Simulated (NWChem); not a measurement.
System: Si2H5OCl; SMILES O[Si@@H]([SiH3])Cl

The following NWChem deck was run.

```
start job
memory heap 200 mb stack 900 mb global 1100 mb
geometry units angstroms noautosym nocenter noautoz
  O      1.917446     0.101900     0.379590
  Si     0.424190     0.129580    -0.381226
  Si    -0.614510    -1.913296     0.100426
  Cl    -0.796169     1.645849     0.401609
  H      2.481586     0.881920     0.228432
  H      0.563507     0.441999    -1.847607
  H     -0.756209    -2.048148     1.590759
  H     -1.979507    -1.920322    -0.531190
  H      0.183068    -3.070135    -0.437774
end
basis spherical
  * library 6-31+g*
end
dft
  xc pbe0
  iterations 150
end
property
  response 1 0.0773
end
task dft property
```

NWChem printed, in part:

```
             Northwest Computational Chemistry Package (NWChem) 7.3.0
             --------------------------------------------------------

                             Geometry "geometry" -> ""
                             -------------------------

 Output coordinates in angstroms (scale by  1.889725989 to convert to a.u.)

  No.       Tag          Charge          X              Y              Z
 ---- ---------------- ---------- -------------- -------------- --------------
    1 O                    8.0000     1.91744600     0.10190000     0.37959000
    2 Si                  14.0000     0.42419000     0.12958000    -0.38122600
    3 Si                  14.0000    -0.61451000    -1.91329600     0.10042600
    4 Cl                  17.0000    -0.79616900     1.64584900     0.40160900
    5 H                    1.0000     2.48158600     0.88192000     0.22843200
    6 H                    1.0000     0.56350700     0.44199900    -1.84760700
    7 H                    1.0000    -0.75620900    -2.04814800     1.59075900
    8 H                    1.0000    -1.97950700    -1.92032200    -0.53119000
    9 H                    1.0000     0.18306800    -3.07013500    -0.43777400

 Effective nuclear repulsion energy (a.u.)     273.2093492889

                              NWChem Property Module
                              ----------------------

                                 NWChem DFT Module
                                 -----------------

 Summary of "ao basis" -> "ao basis" (spherical)
 ------------------------------------------------------------------------------
       Tag                 Description            Shells   Functions and Types
 ---------------- ------------------------------  ------  ---------------------
 O                          6-31+g*                  8       18   4s3p1d
 Si                         6-31+g*                 10       22   5s4p1d
 Cl                         6-31+g*                 10       22   5s4p1d
 H                          6-31+g*                  2        2   2s

            General Information
            -------------------
          SCF calculation type: DFT
          Wavefunction type:  closed shell.
          No. of atoms     :     9
          No. of electrons :    58
           Alpha electrons :    29
            Beta electrons :    29
          Charge           :     0
          Spin multiplicity:     1
          Use of symmetry is: off; symmetry adaption is: off
          Maximum number of iterations: 150
          AO basis - number of functions:    94
                     number of shells:    48
          Convergence on energy requested:  1.00D-06
          Convergence on density requested:  1.00D-05
          Convergence on gradient requested:  5.00D-04

              XC Information
              --------------
                         PBE0 Method XC Functional
                     Hartree-Fock (Exact) Exchange  0.250
          PerdewBurkeErnzerhof Exchange Functional  0.750
            Perdew 1991 LDA Correlation Functional  1.000 local
           PerdewBurkeErnz. Correlation Functional  1.000 non-local

             Grid Information
             ----------------
          Grid used for XC integration:  medium
          Radial quadrature: Mura-Knowles
          Angular quadrature: Lebedev.
          Tag              B.-S. Rad. Rad. Pts. Rad. Cut. Ang. Pts.
          ---              ---------- --------- --------- ---------
          O                   0.60       49          12.0       434
          Si                  1.10       88          13.0       590
          Cl                  1.00       88          14.0       590
          H                   0.35       45          14.0       434
          Grid pruning is: on
          Number of quadrature shells:   538
          Spatial weights used:  Erf1

      Superposition of Atomic Density Guess
      -------------------------------------

 Sum of atomic energies:       -1114.33470488

      Non-variational initial energy
      ------------------------------

 Total energy =   -1115.379160
 1-e energy   =   -2085.909323
 2-e energy   =     697.320814
 HOMO         =      -0.312371
 LUMO         =       0.010970

   convergence    iter        energy       DeltaE   RMS-Dens  Diis-err
 ---------------- ----- ----------------- --------- --------- ---------
 d= 0,ls=0.0,diis     1  -1116.8872110541 -1.39D+03  1.45D-02  6.26D-01
 d= 0,ls=0.0,diis     2  -1116.8501767210  3.70D-02  7.77D-03  1.07D+00
 d= 0,ls=0.0,diis     3  -1116.9607222807 -1.11D-01  1.81D-03  3.31D-02
 d= 0,ls=0.0,diis     4  -1116.9633741495 -2.65D-03  9.14D-04  4.68D-03
 d= 0,ls=0.0,diis     5  -1116.9640734053 -6.99D-04  1.28D-04  8.18D-05
  Resetting Diis
 d= 0,ls=0.0,diis     6  -1116.9640850494 -1.16D-05  2.13D-05  2.04D-06
 d= 0,ls=0.0,diis     7  -1116.9640853705 -3.21D-07  8.86D-06  1.67D-07

         Total DFT energy =    -1116.964085370542
      One electron energy =    -2089.012193709668
           Coulomb energy =      778.929080629238
    Exchange-Corr. energy =      -80.090321579038
 Nuclear repulsion energy =      273.209349288927

 Numeric. integr. density =       57.999987008631

                       DFT Final Molecular Orbital Analysis
                       ------------------------------------

 Vector   27  Occ=2.000000D+00  E=-3.527648D-01
              MO Center=  8.0D-01,  3.9D-01,  8.0D-02, r^2= 3.6D+00
   Bfn.  Coefficient  Atom+Function         Bfn.  Coefficient  Atom+Function
  ----- ------------  ---------------      ----- ------------  ---------------
     5      0.406610  1 O  pz                 9      0.290318  1 O  pz
    71      0.279190  4 Cl pz                70      0.202339  4 Cl py
     4      0.192705  1 O  py                88      0.178658  6 H  s
    69     -0.171804  4 Cl px                28      0.161334  2 Si s
    75      0.140495  4 Cl pz                 8      0.137060  1 O  py

 Vector   28  Occ=2.000000D+00  E=-3.393306D-01
              MO Center= -3.8D-01,  1.3D+00,  3.3D-01, r^2= 2.8D+00
   Bfn.  Coefficient  Atom+Function         Bfn.  Coefficient  Atom+Function
  ----- ------------  ---------------      ----- ------------  ---------------
    69      0.464851  4 Cl px                71      0.466847  4 Cl pz
    73      0.242205  4 Cl px                75      0.242647  4 Cl pz
    67     -0.181912  4 Cl pz                65     -0.180890  4 Cl px
     3      0.177904  1 O  px                 4     -0.162069  1 O  py
    28      0.131418  2 Si s                  7      0.130284  1 O  px

 Vector   29  Occ=2.000000D+00  E=-3.055639D-01
              MO Center= -2.4D-01, -8.5D-02, -1.3D-01, r^2= 4.4D+00
   Bfn.  Coefficient  Atom+Function         Bfn.  Coefficient  Atom+Function
  ----- ------------  ---------------      ----- ------------  ---------------
    70      0.345388  4 Cl py                48      0.305943  3 Si py
    26     -0.263252  2 Si py                88     -0.237321  6 H  s
    71     -0.219090  4 Cl pz                74      0.192641  4 Cl py
    87     -0.151736  6 H  s                 47      0.150083  3 Si px
    27      0.149171  2 Si pz                28      0.143828  2 Si s

 Vector   30  Occ=0.000000D+00  E=-2.448811D-02
              MO Center=  1.1D+00,  3.6D-01, -3.1D-01, r^2= 7.3D+00
   Bfn.  Coefficient  Atom+Function         Bfn.  Coefficient  Atom+Function
  ----- ------------  ---------------      ----- ------------  ---------------
    10      1.234565  1 O  s                 54     -0.768573  3 Si s
    33     -0.722436  2 Si px                34     -0.709516  2 Si py
    29     -0.638560  2 Si px                28     -0.584511  2 Si s
    31     -0.511414  2 Si pz                86     -0.422264  5 H  s
    76      0.382775  4 Cl s                  6      0.378299  1 O  s

 Vector   31  Occ=0.000000D+00  E=-1.031478D-02
              MO Center=  1.5D-03, -2.6D-01, -3.8D-01, r^2= 6.8D+00
   Bfn.  Coefficient  Atom+Function         Bfn.  Coefficient  Atom+Function
  ----- ------------  ---------------      ----- ------------  ---------------
    76      0.997036  4 Cl s                 28     -0.719980  2 Si s
    34     -0.640487  2 Si py                32     -0.623191  2 Si s
    29      0.601176  2 Si px                30     -0.538555  2 Si py
    72      0.477834  4 Cl s                 94     -0.411450  9 H  s
    33      0.394745  2 Si px                35     -0.374415  2 Si pz

 Vector   32  Occ=0.000000D+00  E= 6.962866D-03
              MO Center= -7.2D-01, -2.1D+00,  5.6D-02, r^2= 1.1D+01
   Bfn.  Coefficient  Atom+Function         Bfn.  Coefficient  Atom+Function
  ----- ------------  ---------------      ----- ------------  ---------------
    50      1.376955  3 Si s                 32     -1.224704  2 Si s
    28     -1.127589  2 Si s                 56      0.750605  3 Si py
    34      0.580345  2 Si py                35     -0.541652  2 Si pz
    55      0.517136  3 Si px                30      0.501678  2 Si py
    52      0.419663  3 Si py                10      0.331190  1 O  s

     Multipole analysis of the density
     ---------------------------------

     L   x y z        total         alpha         beta         nuclear
     -   - - -        -----         -----         ----         -------
     0   0 0 0     -0.000000    -29.000000    -29.000000     58.000000

     1   1 0 0      0.450638      0.572405      0.572405     -0.694172
     1   0 1 0     -0.072017      1.751745      1.751745     -3.575507
     1   0 0 1     -0.475086     -4.900908     -4.900908      9.326729

     2   2 0 0    -34.116824   -122.394629   -122.394629    210.672434
     2   1 1 0      3.914926     -4.724596     -4.724596     13.364119
     2   1 0 1     -0.831798      5.738457      5.738457    -12.308712
     2   0 2 0    -35.696174   -224.790029   -224.790029    413.883884
     2   0 1 1     -0.160905    -11.963898    -11.963898     23.766892
     2   0 0 2    -36.045790    -40.414632    -40.414632     44.783474

 *** CALLING NEW AORESP DRIVER FOR CLOSED AND OPEN SHELLS ***
 Entering AOResponse driver routine

--------------------------------------------------------------------------------

          -----------------------------------------------
          Solving response equations for perturbing field
          -----------------------------------------------

 number of frequencies:     1
 frequency in a.u.:  0.7730000E-01
 Perturbing field: electric
 Using El. Dipole Length Gauge

 Setting up CPKS with frequency omega =      0.07730000 a.u.

                            NWChem Dynamic CPHF Module
                            --------------------------

    scftype = RHF
    nclosed =   29
      nopen =    0
  variables =     3770
  num. vecs =        3
  tolerance =   1.0D-04
  max. iter =   50

 SCF residual:    4.5854853344810148E-004

Iterative solution of linear equations
  No. of variables     3770
  No. of equations        3
  Maximum subspace       30
       Convergence  1.0D-04

   iter   nsub   residual    time
   ----  ------  --------  ---------
     1      3    1.88D+00      25.3
     2      6    1.39D+00      37.6
     3      9    5.26D-01      51.8
     4     12    3.49D-02      66.3
     5     15    9.02D-03      76.8
     6     18    1.23D-03      86.3
     7     21    2.49D-04      96.5
     8     24    6.77D-05     106.9

 Electric Dipole Response Matrix (nonzero elements):

              1        2        3
    1   66.4035  -0.0391  -3.1740
    2   -0.0391  81.5899   0.6476
    3   -3.1742   0.6476  61.4402

 ------------------------------------------
 average:        69.81120 + I       0.00000

 DFT Linear Response polarizability / au
 Frequency  =       0.0773000 / au
 Wavelength =     589.4353558 / nm
              X              Y              Z
 -----------------------------------------------
 X      66.4035018     -0.0391205     -3.1740354
 Y      -0.0390596     81.5898861      0.6475675
 Z      -3.1741610      0.6476270     61.4402053
 -----------------------------------------------
 Eigenvalues =      67.9434507     81.6120266     59.8781160
 Isotropic   =      69.8111977
 Anisotropic =      19.0294832
 -----------------------------------------------

 Magnetic Dipole Response Matrix (nonzero elements):
```

Level: PBE0/6-31+G* (spherical d). The geometry was optimised at PBE-D3(BJ)/def2-SVP.
